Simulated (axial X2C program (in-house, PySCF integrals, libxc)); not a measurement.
Nuclear properties of GeNC

Computed with an axial X2C code built on PySCF integrals: two-component X2C with atomic mean-field Coulomb and Gaunt terms, Gaussian nuclei, basis Ge dyall-v3z, N dyall-av3z, C dyall-v3z with contracted cores.

Ge–N–C held linear, with bonds 1.864 and 1.180 Å (near the PBE0 minimum at charge 0 of the determinant lowest at the starting distance; the state shown can have its own minimum elsewhere, held linear; other orders of the atoms were not compared).

Determinant lowest in the PBE0 search, Ω = 1/2 (⟨Sz⟩ = -0.50, ⟨Lz⟩ = 1.00 at PBE0), spin on the atoms Ge -0.50, N 0.06, C -0.06:

```json
{"level": "PBE0", "Eeff magnitude (GV/cm)": "0.146", "Ws magnitude Ge (kHz)": "0.12", "A∥/gI Ge (MHz)": "1510", "qzz Ge (a.u.)": "-1.30", "A∥/gI N (MHz)": "13.4", "qzz N (a.u.)": "-0.29", "A∥/gI C (MHz)": "40.8", "qzz C (a.u.)": "-0.97", "μ (D)": "-3.63"}
{"level": "HF", "Eeff magnitude (GV/cm)": "0.388", "Ws magnitude Ge (kHz)": "0.325", "A∥/gI Ge (MHz)": "1320", "qzz Ge (a.u.)": "-1.28", "A∥/gI N (MHz)": "1.52", "qzz N (a.u.)": "-0.35", "A∥/gI C (MHz)": "30.4", "qzz C (a.u.)": "-1.10", "μ (D)": "-3.25"}
{"level": "B3LYP", "Eeff magnitude (GV/cm)": "0.0583", "Ws magnitude Ge (kHz)": "0.0473", "A∥/gI Ge (MHz)": "1460", "qzz Ge (a.u.)": "-1.24", "A∥/gI N (MHz)": "11.6", "qzz N (a.u.)": "-0.32", "A∥/gI C (MHz)": "40.1", "qzz C (a.u.)": "-0.99", "μ (D)": "-3.68"}
```

Determinant 0.12 eV from it at PBE0 and this distance, Ω = 3/2 (⟨Sz⟩ = 0.50, ⟨Lz⟩ = 1.00 at PBE0), spin on the atoms Ge 0.51, N -0.07, C 0.06:

```json
{"level": "PBE0", "Eeff magnitude (GV/cm)": "0.306", "Ws magnitude Ge (kHz)": "0.0846", "A∥/gI Ge (MHz)": "227", "qzz Ge (a.u.)": "-1.43", "A∥/gI N (MHz)": "-1.57", "qzz N (a.u.)": "-0.29", "A∥/gI C (MHz)": "11", "qzz C (a.u.)": "-0.96", "μ (D)": "-3.61"}
{"level": "HF", "Eeff magnitude (GV/cm)": "0.718", "Ws magnitude Ge (kHz)": "0.201", "A∥/gI Ge (MHz)": "261", "qzz Ge (a.u.)": "-1.41", "A∥/gI N (MHz)": "-7.92", "qzz N (a.u.)": "-0.35", "A∥/gI C (MHz)": "11", "qzz C (a.u.)": "-1.10", "μ (D)": "-3.23"}
{"level": "B3LYP", "Eeff magnitude (GV/cm)": "0.213", "Ws magnitude Ge (kHz)": "0.0585", "A∥/gI Ge (MHz)": "257", "qzz Ge (a.u.)": "-1.37", "A∥/gI N (MHz)": "-0.299", "qzz N (a.u.)": "-0.32", "A∥/gI C (MHz)": "11.8", "qzz C (a.u.)": "-0.99", "μ (D)": "-3.66"}
```

Eeff is the effective electric field on the electron electric dipole moment in this Ω state and Ws the scalar–pseudoscalar constant of the nucleus named (defined with the proton number Z and per Ω); A∥ (defined per Ω) follows by multiplying with gI = μI/(I μN); qzz is the electric field gradient, eQq0 = 234.96 MHz × Q/barn × qzz; μ is positive if the C end (last atom) is positive. The operators were transformed with the bare-nucleus X2C matrices; with these basis sets, hyperfine constants and field gradients can be off by tens of per cent, and where levels differ in sign neither size nor sign is settled.

**Question.** With gI(73Ge) = -0.1954, Q(73Ge) = -0.196 barn, Q(14N) = 0.02044 barn, gI(13C) = 1.4048 (g factors from the IAEA table of nuclear moments by Stone; Q from Pyykkö, Mol. Phys. 2018), turn the PBE0 values of the first state into constants in MHz.

**Answer.** A∥(73Ge) = 1510 × -0.1954 = -295 MHz; eQq0(73Ge) = 234.96 × (-0.196) × (-1.30) = 59.9 MHz; eQq0(14N) = 234.96 × (0.02044) × (-0.29) = -1.39 MHz; A∥(13C) = 40.8 × 1.4048 = 57.3 MHz.

The molecule was held linear; bending was not examined, so a bent shape may lie lower.

Each state is one determinant with collinear spin. Unrestricted Hartree–Fock can overshoot spin polarisation at the nuclei. Where Eeff spreads by more than a factor of two the levels disagree and none is to be relied on. The search compared states at one distance, so a state with another bond length can lie lower. Where a field gradient or hyperfine factor spreads by more than a factor of two over the levels, a constant derived from it is not to be relied on. PBE0 term energies can be off by some tenths of an eV.
